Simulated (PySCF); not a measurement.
This PySCF input asks for the NMR shieldings of SMILES CNN([SiH3])C1CC1, C4H12N2Si; the geometry comes from GFN2-xTB.

```python
import basis_set_exchange as bse
import numpy as np
from pyscf import gto, dft
from pyscf.prop import nmr

atoms = """
C    -1.775346   -1.217317   -0.602359
N    -1.288776    0.016907   -1.194588
N    -0.227638    0.630852   -0.491539
Si   -0.707562    1.861091    0.618841
C     0.991028   -0.103299   -0.464104
C     2.098936    0.241752    0.476339
C     1.341963   -1.039625    0.663924
H    -2.110090   -0.995155    0.410141
H    -2.626958   -1.556072   -1.190133
H    -1.028260   -2.020615   -0.560561
H    -0.981051   -0.158263   -2.151802
H     0.321975    2.903455    0.592261
H    -1.993324    2.306367    0.106164
H    -0.847215    1.407926    2.017374
H     1.286244   -0.425631   -1.463697
H     3.110854    0.194514    0.102099
H     1.935035    1.029299    1.192995
H     0.659930   -1.092262    1.498527
H     1.830452   -1.974672    0.432656
"""
names = dict.fromkeys(["C", "N", "Si", "H"], "pcSseg-1")
basis = {el: gto.basis.parse(bse.get_basis(n, elements=[el], fmt="nwchem")) for el, n in names.items()}
mol = gto.M(atom=atoms, basis=basis, charge=0, verbose=0)
mf = dft.RKS(mol, xc="PBE0")
mf.grids.level = 2
mf.grids.alignment = dft.numint.BLKSIZE   # the property module wants whole blocks of grid points
mf.conv_tol = 1e-9
mf.kernel()

calc = nmr.RKS(mf)   # GIAO
C = mf.mo_coeff
Co = C[:, mf.mo_occ > 0]
resp = mf.gen_response(singlet=True, hermi=2)
def vind(x):   # induced exchange potential for any number of trial vectors
    d = np.einsum("pi,xij,qj->xpq", C, 2 * x.reshape(-1, C.shape[1], Co.shape[1]), Co, optimize=True)
    return np.einsum("xpq,pi,qj->xij", resp(d - d.transpose(0, 2, 1)), C, Co, optimize=True).ravel()
mo1, _ = nmr.rhf.solve_mo1(calc, with_cphf=vind)
sigma = calc.kernel(mo1)
for i, s in enumerate(sigma):   # ppm
    w = np.linalg.eigvalsh((s + s.T) / 2)
    print("%2d %-2s iso %8.1f  s11 %8.1f  s22 %8.1f  s33 %8.1f" % (i, mol.atom_pure_symbol(i), w.mean(), *w))
```

**Question.** What are the results?

**Answer.** 
```
 0 C  iso    147.3  s11    126.5  s22    134.8  s33    180.6
 1 N  iso    160.5  s11    107.6  s22    128.1  s33    245.9
 2 N  iso    189.9  s11    143.1  s22    171.9  s33    254.6
 3 Si iso    406.1  s11    354.9  s22    384.6  s33    478.7
 4 C  iso    151.4  s11    119.1  s22    121.0  s33    214.1
 5 C  iso    184.6  s11    154.1  s22    178.7  s33    221.1
 6 C  iso    178.8  s11    148.4  s22    173.4  s33    214.4
 7 H  iso     29.4  s11     26.3  s22     27.7  s33     34.4
 8 H  iso     29.1  s11     25.0  s22     26.6  s33     35.8
 9 H  iso     28.2  s11     23.1  s22     28.5  s33     32.9
10 H  iso     29.4  s11     20.9  s22     29.5  s33     37.7
11 H  iso     27.0  s11     23.1  s22     25.2  s33     32.5
12 H  iso     27.0  s11     23.5  s22     25.6  s33     31.9
13 H  iso     27.0  s11     23.2  s22     25.1  s33     32.6
14 H  iso     29.8  s11     23.4  s22     28.1  s33     37.9
15 H  iso     31.1  s11     25.1  s22     26.6  s33     41.7
16 H  iso     31.1  s11     24.9  s22     29.3  s33     39.2
17 H  iso     31.3  s11     26.6  s22     29.0  s33     38.4
18 H  iso     31.3  s11     26.0  s22     26.9  s33     41.0
```

These numbers come from an equivalent density-fitted implementation of the same equations, which agrees with the script to about 0.01 ppm for H and up to a few tenths of a ppm for heavy atoms, so last digits may differ.

**Question.** Turn these shieldings into chemical shifts. References, each an isolated molecule treated in the same way: ¹³C (186.93 ppm), ²⁹Si (349.16 ppm), ¹H (31.72 ppm) against TMS; ¹⁵N (267.73 ppm) vs NH3.

**Answer.** Averaging equivalent atoms: C 0: 39.6; C 4: 35.5; C 5/6: 5.2; N 1: 107.2; N 2: 77.9; Si 3: -56.9; H 11/12/13: 4.74; H 7/8/9: 2.80; H 10: 2.34; H 14: 1.91; H 15/18: 0.52; H 16/17: 0.49 ppm. Experimental scales use liquid or dissolved standards, which lie at an offset from isolated NH3 (liquid NH3: subtract about 20 ppm).

Size and cost of the density-fitted run: 186 basis functions, 42 s wall time on 1 thread of an Arm Neoverse N1, shared host; peak memory 0.85 GiB.
